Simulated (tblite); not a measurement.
Input of a run (GFN2-xTB geometry optimisation, gas phase (tblite 0.8.0)), started from a force field or distance geometry:
```
{"job": {"kind": "relax", "xc": "GFN2-xTB", "basis": "xTB"}, "charge": 0, "multiplicity": 1}
C      3.561700    -1.528500     0.284600
S      2.238700    -1.294700     1.474900
Si     1.160500     0.505700     1.302700
Si    -0.057100     0.650200    -0.581700
P      0.254600     2.686100    -1.371100
Si    -2.251800     0.545300    -0.088000
Si    -3.022300    -1.529900    -0.189200
H      4.337600    -2.197100     0.725800
H      4.068000    -0.611300    -0.032300
H      3.155000    -2.069900    -0.597200
H      1.974400     1.718700     1.468900
H      0.166300     0.535300     2.410900
H      0.322100    -0.377400    -1.551800
H     -0.218900     3.607600    -0.368600
H     -0.622000     2.853100    -2.533700
H     -2.435000     1.112200     1.261500
H     -2.958800     1.405600    -1.041400
H     -1.949400    -2.500800    -0.449400
H     -3.697600    -1.833300     1.098300
H     -4.031200    -1.666400    -1.226100
```

Output (eV, eV/Å):
```
step      E/eV     max force
  0    -582.15850    1.847
  1    -582.38451    1.473
  2    -582.63400    1.107
  3    -582.76108    1.028
  4    -582.90816    0.751
  5    -582.95203    0.462
  6    -582.98890    0.353
  7    -583.01228    0.367
  8    -583.04452    0.449
  9    -583.07255    0.451
 10    -583.09324    0.315
 11    -583.10659    0.292
 12    -583.11901    0.296
 13    -583.12918    0.250
 14    -583.13629    0.156
 15    -583.14098    0.154
 16    -583.14475    0.165
 17    -583.14871    0.162
 18    -583.15347    0.178
 19    -583.15881    0.161
 20    -583.16401    0.197
 21    -583.16902    0.176
 22    -583.17413    0.221
 23    -583.17875    0.220
 24    -583.18238    0.167
 25    -583.18517    0.116
 26    -583.18753    0.117
 27    -583.19059    0.147
 28    -583.19499    0.181
 29    -583.19932    0.176
 30    -583.20200    0.135
 31    -583.20369    0.095
 32    -583.20545    0.127
 33    -583.20830    0.179
 34    -583.21283    0.225
 35    -583.21745    0.193
 36    -583.21994    0.092
 37    -583.22098    0.073
 38    -583.22174    0.059
 39    -583.22273    0.075
 40    -583.22374    0.062
 41    -583.22447    0.057
 42    -583.22491    0.054
 43    -583.22531    0.057
 44    -583.22583    0.076
 45    -583.22639    0.074
 46    -583.22686    0.052
 47    -583.22722    0.055
 48    -583.22760    0.050
 49    -583.22813    0.070
 50    -583.22878    0.072
 51    -583.22935    0.060
 52    -583.22974    0.060
 53    -583.23007    0.064
 54    -583.23057    0.077
 55    -583.23142    0.104
 56    -583.23261    0.102
 57    -583.23372    0.095
 58    -583.23462    0.106
 59    -583.23549    0.099
 60    -583.23645    0.087
 61    -583.23769    0.095
 62    -583.23915    0.101
 63    -583.24078    0.123
 64    -583.24122    0.208
 65    -583.24344    0.101
 66    -583.24436    0.072
 67    -583.24525    0.063
 68    -583.24578    0.073
 69    -583.24696    0.105
 70    -583.24826    0.102
 71    -583.24960    0.077
 72    -583.25029    0.058
 73    -583.25068    0.054
 74    -583.25098    0.043
 75    -583.25115    0.051
 76    -583.25137    0.039
 77    -583.25157    0.040
 78    -583.25184    0.041
 79    -583.25208    0.049
 80    -583.25234    0.044
 81    -583.25256    0.035
 82    -583.25272    0.031
 83    -583.25284    0.026
 84    -583.25297    0.032
 85    -583.25315    0.055
 86    -583.25343    0.067
 87    -583.25375    0.052
 88    -583.25399    0.036
 89    -583.25413    0.039
 90    -583.25426    0.039
 91    -583.25445    0.051
 92    -583.25475    0.056
 93    -583.25520    0.059
 94    -583.25565    0.046
 95    -583.25591    0.050
 96    -583.25621    0.049
 97    -583.25660    0.068
 98    -583.25710    0.068
 99    -583.25753    0.042
100    -583.25781    0.037
101    -583.25800    0.035
102    -583.25821    0.038
103    -583.25847    0.040
104    -583.25875    0.034
105    -583.25901    0.044
106    -583.25928    0.045
107    -583.25970    0.055
108    -583.26052    0.087
109    -583.26165    0.103
110    -583.26275    0.088
111    -583.26352    0.054
112    -583.26405    0.066
113    -583.26459    0.096
114    -583.26540    0.097
115    -583.26658    0.061
116    -583.26753    0.049
117    -583.26799    0.044
118    -583.26830    0.050
119    -583.26850    0.032
120    -583.26869    0.027
121    -583.26907    0.048
122    -583.26937    0.059
123    -583.26984    0.056
124    -583.27022    0.052
125    -583.27060    0.045
126    -583.27094    0.039
127    -583.27124    0.033
128    -583.27148    0.039
129    -583.27163    0.051
130    -583.27194    0.035
131    -583.27236    0.035
132    -583.27286    0.047
133    -583.27333    0.053
134    -583.27381    0.058
135    -583.27448    0.060
136    -583.27527    0.077
137    -583.27591    0.078
138    -583.27648    0.095
139    -583.27695    0.036
140    -583.27736    0.045
141    -583.27782    0.051
142    -583.27848    0.067
143    -583.27924    0.064
144    -583.27994    0.056
145    -583.28031    0.107
146    -583.27922    0.201
147    -583.28110    0.047
148    -583.28139    0.034
149    -583.28184    0.075
150    -583.28222    0.044
151    -583.28242    0.040
152    -583.28298    0.039
153    -583.28325    0.041
154    -583.28351    0.038
155    -583.28378    0.056
156    -583.28406    0.059
157    -583.28436    0.050
158    -583.28466    0.036
159    -583.28490    0.043
160    -583.28512    0.038
161    -583.28537    0.035
162    -583.28579    0.046
163    -583.28626    0.054
164    -583.28690    0.070
165    -583.28726    0.063
166    -583.28781    0.125
167    -583.28826    0.071
168    -583.28884    0.036
169    -583.28960    0.045
170    -583.29016    0.053
171    -583.29085    0.052
172    -583.29144    0.055
173    -583.29195    0.051
174    -583.29241    0.063
175    -583.29287    0.059
176    -583.29328    0.058
177    -583.29371    0.051
178    -583.29420    0.050
179    -583.29460    0.057
180    -583.29506    0.066
181    -583.29558    0.050
182    -583.29614    0.061
183    -583.29669    0.063
184    -583.29720    0.059
185    -583.29767    0.058
186    -583.29805    0.037
187    -583.29834    0.039
188    -583.29864    0.039
189    -583.29900    0.060
190    -583.29948    0.062
191    -583.30001    0.047
192    -583.30055    0.038
193    -583.30082    0.039
194    -583.30126    0.052
195    -583.30173    0.056
196    -583.30254    0.081
197    -583.30339    0.068
198    -583.30416    0.067
199    -583.30458    0.067
200    -583.30524    0.059
201    -583.30595    0.046
202    -583.30658    0.054
203    -583.30723    0.047
204    -583.30784    0.058
205    -583.30846    0.086
206    -583.30904    0.077
207    -583.30977    0.073
208    -583.31039    0.048
209    -583.31080    0.038
210    -583.31106    0.031
211    -583.31128    0.030
212    -583.31152    0.030
213    -583.31177    0.031
214    -583.31198    0.032
215    -583.31212    0.030
216    -583.31221    0.017
217    -583.31228    0.017
218    -583.31236    0.024
219    -583.31244    0.029
220    -583.31254    0.027
221    -583.31261    0.019
222    -583.31266    0.013
223    -583.31269    0.009
```

Problem. Summarise the run.

Solution. The energy falls by 111.4 kJ/mol over 223 L-BFGS steps, the largest force on an atom goes from 1.85 to 0.009 eV/Å, and the atoms move by 1.095 Å rms after alignment. The bond that changes most is Si4–Si6 (SiH silicon to SiH2 silicon), which lengthens by 0.108 Å. Bonds longer at the end by more than 0.005 Å: 9 of 19; shorter: 8. Among the angles that change most is C1–S2–Si3, from 115.8° to 99.8°. Among the dihedrals that turn most is H11–Si3–Si4–H13, from 116° to 43°. The energy rose by more than 1e-5 eV at step 146. The first step brought 20 % of the lowering.

Problem. What are the final bond lengths?

Solution. C1–S2 1.818 Å, S2–Si3 2.157 Å, Si3–Si4 2.329 Å, Si4–P5 2.246 Å, Si4–Si6 2.360 Å, Si6–Si7 2.322 Å, C1–H8 1.085 Å, C1–H9 1.086 Å, C1–H10 1.086 Å, Si3–H11 1.467 Å, Si3–H12 1.459 Å, Si4–H13 1.485 Å, P5–H14 1.379 Å, P5–H15 1.377 Å, Si6–H16 1.474 Å, Si6–H17 1.476 Å, Si7–H18 1.462 Å, Si7–H19 1.462 Å, Si7–H20 1.466 Å. Numbering counts from 1 in the input's order; the species is `CS[SiH2][Si@H](P)[SiH2][SiH3]`.

GFN2-xTB frequencies show an imaginary mode (37i cm⁻¹), so the point is no minimum at that level. 3 starts were optimised and ended at 0.00, 0.39 and 0.88 kcal/mol (GFN2-xTB); the lowest of these is shown.

These are computed values.
